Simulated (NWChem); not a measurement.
## Plane-wave run on MgSe (space group P6_3mc)

```
CELL_PARAMETERS angstrom
      4.22147     0.00000     0.00000
     -2.11074     3.65590     0.00000
      0.00000     0.00000     6.81672
ATOMIC_POSITIONS crystal
  Mg 0.66667 0.33333 0.49831
  Mg 0.33333 0.66667 0.99831
  Se 0.66667 0.33333 0.87669
  Se 0.33333 0.66667 0.37669
```

All runs are NWChem calculations. Origin of the cell: Materials Project cell, not relaxed here.

Norm-conserving pseudopotentials with valence charges Mg 2, Se 6, fixed occupations, no spin-orbit coupling, density cut at twice the wavefunction cutoff.

The filled d shells of Se are in the core.

Level: LDA (Vosko), default library, cutoff 25 Ha, density from a 3×3×3 mesh. Bands run along Γ–M–K–Γ–A–L–H–A with k in units of the cell's reciprocal vectors.

What gap does the band structure show, and how wide is the group of occupied bands?

It shows a direct gap along this path of 2.39 eV at Γ. The 8 occupied bands reach 11.7 eV below the valence-band top.
